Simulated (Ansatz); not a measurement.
System: sum formula H$_{4}$SiNO, charge 0, multiplicity 2. It need not be the lowest isomer of its formula. 
Geometry from a B3LYP-D3(BJ)/def2-TZVP (Ansatz, a program for electronic structure) optimisation:
SMILES: N[SiH2][O]
```xyz
7

N      1.4594     0.0991    -0.1778
Si    -0.2381     0.1100    -0.3196
O     -1.1924    -0.3708     0.9490
H      1.9622     0.9023     0.1641
H      1.9871    -0.7506    -0.0554
H     -0.6255     1.4944    -0.6717
H     -0.6673    -0.9138    -1.3103
```
Charge 0, spin multiplicity 2.

Dipole moments at this geometry, in debye (magnitudes).

```tsv
level	program	dipole (D)
SVWN5/def2-TZVPD	Ansatz	2.81
PBE/def2-TZVPD	Ansatz	2.53
BLYP/def2-TZVPD	Ansatz	2.53
revPBE/def2-TZVPD	Ansatz	2.48
B97M-V/def2-TZVPD	Ansatz	2.38
B3LYP/def2-TZVPD	Ansatz	2.37
r2SCANh/def2-TZVPD	Ansatz	?
r2SCAN0/def2-TZVPD	Ansatz	2.30
wB97M-V/def2-TZVPD	Ansatz	2.31
CCSD(T)/aug-cc-pV(D+d)Z	Ansatz	?
```

Task: Complete the blanks.

Result: 
- r2SCANh/def2-TZVPD, dipole (D): 2.35
- CCSD(T)/aug-cc-pV(D+d)Z, dipole (D): 2.23
